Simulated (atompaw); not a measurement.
# An all-electron radial function and its pseudo partner (Si (Z = 14))

Columns: radius, all-electron u(r) and pseudo u(r) of the 3p shell (level -7.65 eV) of silicon in the configuration [Ne] 3s2 3p1.5; PBEsol, scalar-relativistic, PAW (atompaw) scheme, atompaw 4.2.0.5.

```csv
r (bohr),all-electron,pseudo
0.073,-0.0693,0.0023
0.146,-0.1723,0.0092
0.219,-0.2448,0.0206
0.292,-0.2760,0.0364
0.365,-0.2708,0.0562
0.438,-0.2385,0.0799
0.512,-0.1869,0.1073
0.585,-0.1245,0.1375
0.658,-0.0561,0.1701
0.731,0.0147,0.2048
0.804,0.0851,0.2410
0.877,0.1531,0.2782
0.950,0.2177,0.3158
1.023,0.2780,0.3532
1.096,0.3336,0.3899
1.169,0.3843,0.4255
1.242,0.4302,0.4594
1.315,0.4714,0.4913
1.388,0.5077,0.5207
1.462,0.5399,0.5478
1.535,0.5671,0.5716
1.608,0.5901,0.5923
1.681,0.6090,0.6099
1.754,0.6241,0.6244
1.827,0.6358,0.6358
1.900,0.6442,0.6442
```

Task: How many radial nodes do the two functions have?

Result: The all-electron 3p function has n − l − 1 = 1; the pseudo-wave has 0, since the states of the same l below it are removed with the core.

Task: Is the pseudo-wave norm-conserving?

Result: No, it belongs to a PAW set: the norm inside the radius is not constrained, and the difference is carried by the augmentation charge.
